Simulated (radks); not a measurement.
Te III, 50 electrons, occupied as [Kr] 4d10 5s2 5p1 6f1 (not the ground configuration).

All-electron calculation, scalar-relativistic Kohn-Sham, PBE, spin-polarised, spherical densities, finite nucleus; open shells are filled with parallel spins first (spin-orbit coupling, left out, can overturn this in heavy ions); Fermi nuclear charge, rms radius 4.7423 fm. Program: a radial shooting solver on a logarithmic mesh with Libxc functionals.

Energy parts (hartree):
part                        energy
total                  -6792.44110
kinetic                 7116.47713
electron-nucleus      -16381.29534
Hartree                 2647.07933
exchange-correlation    -174.70222

Orbitals (lengths in bohr, moments of r in powers of bohr; r(90%) holds 90 % of the orbital's charge):
[
 {"orbital": "1s up", "occ.": "1", "eigenvalue (hartree)": "-1163.307", "<1/r>": "55.57", "<r^2>": "0.001048", "r(90%)": "0.0500"},
 {"orbital": "1s down", "occ.": "1", "eigenvalue (hartree)": "-1163.305", "<1/r>": "55.57", "<r^2>": "0.001048", "r(90%)": "0.0500"},
 {"orbital": "2s up", "occ.": "1", "eigenvalue (hartree)": "-179.2651", "<1/r>": "12.72", "<r^2>": "0.01694", "r(90%)": "0.185"},
 {"orbital": "2s down", "occ.": "1", "eigenvalue (hartree)": "-179.2646", "<1/r>": "12.72", "<r^2>": "0.01694", "r(90%)": "0.185"},
 {"orbital": "2p up", "occ.": "3", "eigenvalue (hartree)": "-161.0368", "<1/r>": "12.19", "<r^2>": "0.01340", "r(90%)": "0.170"},
 {"orbital": "2p down", "occ.": "3", "eigenvalue (hartree)": "-161.0358", "<1/r>": "12.19", "<r^2>": "0.01340", "r(90%)": "0.170"},
 {"orbital": "3s up", "occ.": "1", "eigenvalue (hartree)": "-36.49298", "<1/r>": "4.545", "<r^2>": "0.1186", "r(90%)": "0.473"},
 {"orbital": "3s down", "occ.": "1", "eigenvalue (hartree)": "-36.49167", "<1/r>": "4.545", "<r^2>": "0.1186", "r(90%)": "0.473"},
 {"orbital": "3p up", "occ.": "3", "eigenvalue (hartree)": "-30.56668", "<1/r>": "4.323", "<r^2>": "0.1189", "r(90%)": "0.481"},
 {"orbital": "3p down", "occ.": "3", "eigenvalue (hartree)": "-30.56520", "<1/r>": "4.323", "<r^2>": "0.1189", "r(90%)": "0.481"},
 {"orbital": "3d up", "occ.": "5", "eigenvalue (hartree)": "-21.60510", "<1/r>": "4.088", "<r^2>": "0.1043", "r(90%)": "0.466"},
 {"orbital": "3d down", "occ.": "5", "eigenvalue (hartree)": "-21.60374", "<1/r>": "4.088", "<r^2>": "0.1043", "r(90%)": "0.466"},
 {"orbital": "4s up", "occ.": "1", "eigenvalue (hartree)": "-7.05584", "<1/r>": "1.822", "<r^2>": "0.6604", "r(90%)": "1.10"},
 {"orbital": "4s down", "occ.": "1", "eigenvalue (hartree)": "-7.05209", "<1/r>": "1.822", "<r^2>": "0.6600", "r(90%)": "1.10"},
 {"orbital": "4p up", "occ.": "3", "eigenvalue (hartree)": "-5.21888", "<1/r>": "1.664", "<r^2>": "0.7677", "r(90%)": "1.20"},
 {"orbital": "4p down", "occ.": "3", "eigenvalue (hartree)": "-5.21471", "<1/r>": "1.665", "<r^2>": "0.7666", "r(90%)": "1.20"},
 {"orbital": "4d up", "occ.": "5", "eigenvalue (hartree)": "-2.54140", "<1/r>": "1.373", "<r^2>": "1.095", "r(90%)": "1.48"},
 {"orbital": "4d down", "occ.": "5", "eigenvalue (hartree)": "-2.53404", "<1/r>": "1.376", "<r^2>": "1.087", "r(90%)": "1.47"},
 {"orbital": "5s up", "occ.": "1", "eigenvalue (hartree)": "-1.47478", "<1/r>": "0.6736", "<r^2>": "4.164", "r(90%)": "2.77"},
 {"orbital": "5s down", "occ.": "1", "eigenvalue (hartree)": "-1.43602", "<1/r>": "0.6770", "<r^2>": "4.150", "r(90%)": "2.77"},
 {"orbital": "5p up", "occ.": "1", "eigenvalue (hartree)": "-1.07093", "<1/r>": "0.5736", "<r^2>": "5.627", "r(90%)": "3.24"},
 {"orbital": "5p down", "occ.": "0", "eigenvalue (hartree)": "-1.03025", "<1/r>": "0.5733", "<r^2>": "5.668", "r(90%)": "3.26"},
 {"orbital": "6f up", "occ.": "1", "eigenvalue (hartree)": "-0.13741", "<1/r>": "0.1344", "<r^2>": "171.7", "r(90%)": "17.3"}
]

The highest occupied level is 6f up at -3.739 eV. The configuration is held as typed, so some empty levels lie below it. The electron density at the nucleus is 2.35e+05 e/bohr^3 (large components only). The spin density at the nucleus is -1.299 e/bohr^3 (1s -0.162, 2s 0.052, 3s 0.011, 4s 0.014, 5s -1.215). Summed over all electrons, <r^2> = 204.6 bohr^2, which gives a Langevin (diamagnetic) susceptibility term of -162 x 10^-6 cm^3/mol. The density falls to 0.001 e/bohr^3 at r = 3.62 bohr. Spin moment in Bohr magnetons: 2.
